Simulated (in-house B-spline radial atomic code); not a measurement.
Orbital energies and mean radii along the 58-electron series, configuration [Kr] 4d10 4f12. The effective charge is n√(-2ε), a non-relativistic measure. Computed with an all-electron radial atomic-structure program (B-spline basis): non-relativistic Hartree-Fock, average of the configuration, point nuclei.

This level leaves out relativity, spin-orbit splitting included, which matters for heavy ions.

```csv
ion,Z,energy of 3s (Eh),mean radius of 3s (bohr),energy of 4d (Eh),mean radius of 4d (bohr),energy of 4f (Eh),mean radius of 4f (bohr),energy of 4p (Eh),mean radius of 4p (bohr),effective charge of 3s
Re17+,75,-109.21,0.21562,-24.267,0.48921,-16.025,0.50617,-30.533,0.48008,44.338
Os18+,76,?,?,?,?,?,?,?,?,?
Ir19+,77,?,?,?,?,?,?,?,?,?
Pt20+,78,-123.72,0.20608,-30.197,0.45674,-21.201,0.45957,-36.974,0.45237,47.191
Au21+,79,-128.79,0.20307,-32.308,0.44683,-23.063,0.44619,-39.256,0.44378,48.149
```

(1) Fill in the row of Os18+.

(2) Fill in the row of Ir19+.

(3) How does the screening of 3s change?

Answers

(1) energy of 3s (Eh): -113.93; mean radius of 3s (bohr): 0.21234; energy of 4d (Eh): -26.176; mean radius of 4d (bohr): 0.4779; energy of 4f (Eh): -17.682; mean radius of 4f (bohr): 0.48941; energy of 4p (Eh): -32.612; mean radius of 4p (bohr): 0.47051; effective charge of 3s: 45.285.

(2) energy of 3s (Eh): -118.77; mean radius of 3s (bohr): 0.20916; energy of 4d (Eh): -28.153; mean radius of 4d (bohr): 0.46709; energy of 4f (Eh): -19.408; mean radius of 4f (bohr): 0.47393; energy of 4p (Eh): -34.759; mean radius of 4p (bohr): 0.46128; effective charge of 3s: 46.236.

(3) Z less the effective charge goes from 30.66 at Z = 75 to 30.85 at Z = 79.
